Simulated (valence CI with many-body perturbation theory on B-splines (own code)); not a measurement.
# Cd XXVII: M1 decay

Level of theory: configuration interaction combined with many-body perturbation theory (CI+MBPT): four valence electrons over a frozen Dirac-Fock core [Ar], radial functions for each j: 9 s, 9 p, 10 d, 8 f, 5 g, 3 h, 1 i, with the one-electron correlation potential Σ1 (screened to all orders), the two-electron term Σ2, the three-electron term Σ3, Breit, model QED; selected single and double excitations, second order for the rest (own B-spline code, finite nucleus).

No measured spectrum was set against this ion. As an estimate, large intervals hold to a few tenths of a per cent, small ones and those within an open d or f shell to about a per cent. Core correlation moves these levels by up to 9200 cm⁻¹, and in measured spectra 5 to 20 % of such shifts remained as error; rates that hang on mixing are uncertain with them. Only levels of the ground parity were solved; by the run's estimate the other parity begins above the list, which can be wrong where configurations are misplaced.

Lines 1 to 50 of 120 in falling wavelength, among levels below 566430 cm⁻¹, chosen from the decays that carry over 1 % of a level's rate. Wavelengths and rates use the calculated energies. Weak lines are less certain than strong ones. Lines between different terms over intervals too small for the method are left out, as are lines whose strength nearly cancels. Branching is blank where the lifetime is uncertain.

Names give the largest LS component (configuration and term), which can be under half, so a name can repeat, a term be missing and a line seem to break the LS rules; names also repeat where a configuration has a term twice. Letters in brackets count levels of one name in rising energy.

```csv
λ vac (Å),Upper,Lower,Type,A (s⁻¹),Branch %
13700,3d⁴ ⁵D_4,3d⁴ ⁵D_3,M1,7.38e+00,100.0
8530,3d⁴ ³H_6,3d⁴ ³H_5,M1,1.89e+01,99.9
5749,3d⁴ ⁵D_3,3d⁴ ⁵D_2,M1,2.04e+02,100.0
4578,3d⁴ ³G_3,3d⁴ ³H_4,M1,6.99e+01,1.3
3972,3d⁴ ⁵D_2,3d⁴ ⁵D_1,M1,7.26e+02,100.0
3719,3d⁴ ³P_2 [c],3d⁴ ³P_2 [b],M1,1.50e+02,1.6
3280,3d⁴ ³H_5,3d⁴ ³H_4,M1,4.47e+02,28.6
3264,3d⁴ ³D_2,3d⁴ ³P_1 [a],M1,3.17e+02,16.4
3006,3d⁴ ⁵D_1,3d⁴ ⁵D_0 [a],M1,1.38e+03,100.0
2833,3d⁴ ³P_2 [b],3d⁴ ³D_1,M1,3.00e+02,2.4
2751,3d⁴ ³G_4,3d⁴ ³G_3,M1,7.00e+02,42.4
2670,3d⁴ ³F_4 [b],3d⁴ ³G_5,M1,2.05e+02,
2654,3d⁴ ³P_2 [a],3d⁴ ³D_2,M1,2.04e+02,1.4
2621,3d⁴ ³D_2,3d⁴ ³F_2 [a],M1,2.37e+02,12.3
2592,3d⁴ ³F_3 [b],3d⁴ ³P_2 [c],M1,3.05e+02,
2383,3d⁴ ³P_1 [a],3d⁴ ⁵D_0 [b],M1,1.23e+03,10.7
2371,3d⁴ ³D_2,3d⁴ ³G_3,M1,2.59e+01,1.3
2371,3d⁴ ³F_4 [a],3d⁴ ³H_5,M1,4.95e+02,4.5
2300,3d⁴ ³H_4,3d⁴ ⁵D_4,M1,1.97e+03,77.8
2171,3d⁴ ³D_3,3d⁴ ³F_2 [a],M1,1.26e+02,2.8
2108,3d⁴ ³G_5,3d⁴ ³G_4,M1,1.73e+03,31.7
2064,3d⁴ ³P_2 [b],3d⁴ ³P_2 [a],M1,2.74e+02,2.2
1970,3d⁴ ³H_4,3d⁴ ⁵D_3,M1,5.63e+02,22.2
1968,3d⁴ ³F_4 [a],3d⁴ ³G_3,M1,2.51e+02,2.3
1968,3d⁴ ³D_1,3d⁴ ³D_2,M1,1.16e+03,6.3
1962,3d⁴ ³F_4 [b],3d⁴ ³F_3 [a],M1,3.42e+02,
1855,3d⁴ ³F_3 [b],3d⁴ ¹F_3,M1,8.87e+01,
1755,3d⁴ ³F_4 [c],3d⁴ ³F_4 [b],M1,3.66e+02,1.5
1723,3d⁴ ³P_2 [b],3d⁴ ³F_3 [a],M1,5.75e+02,4.7
1719,3d⁴ ³G_4,3d⁴ ³H_4,M1,8.86e+02,53.8
1667,3d⁴ ¹F_3,3d⁴ ³P_2 [a],M1,2.56e+02,
1577,3d⁴ ³G_5,3d⁴ ³H_6,M1,1.21e+03,22.2
1531,3d⁴ ³G_3,3d⁴ ⁵D_4,M1,2.12e+02,4.1
1527,3d⁴ ³F_3 [b],3d⁴ ³P_2 [b],M1,9.00e+02,
1510,3d⁴ ³F_3 [a],3d⁴ ³F_2 [a],M1,3.84e+03,
1464,3d⁴ ³P_2 [a],3d⁴ ³P_1 [a],M1,7.57e+02,5.2
1437,3d⁴ ¹F_3,3d⁴ ³F_3 [a],M1,1.45e+03,
1423,3d⁴ ³F_3 [a],3d⁴ ³G_3,M1,3.99e+03,
1420,3d⁴ ³F_4 [b],3d⁴ ³F_4 [a],M1,2.57e+03,
1405,3d⁴ ³F_4 [b],3d⁴ ³D_3,M1,1.05e+03,
1379,3d⁴ ³F_3 [b],3d⁴ ³F_4 [b],M1,2.37e+03,
1377,3d⁴ ³G_3,3d⁴ ⁵D_3,M1,2.95e+03,56.9
1376,3d⁴ ³F_4 [a],3d⁴ ³H_4,M1,6.29e+03,57.7
1363,3d⁴ ¹I_6,3d⁴ ³H_6,M1,2.62e+03,45.7
1352,3d⁴ ³H_5,3d⁴ ⁵D_4,M1,1.12e+03,71.4
1331,3d⁴ ³G_5,3d⁴ ³H_5,M1,1.82e+03,33.3
1328,3d⁴ ³P_2 [c],3d⁴ ³P_2 [a],M1,2.33e+03,24.9
1319,3d⁴ ³P_2 [a],3d⁴ ³F_2 [a],M1,1.40e+03,9.7
1279,3d⁴ ³P_2 [b],3d⁴ ³D_3,M1,2.56e+03,20.8
1252,3d⁴ ³P_2 [a],3d⁴ ³G_3,M1,2.43e+02,1.7
```
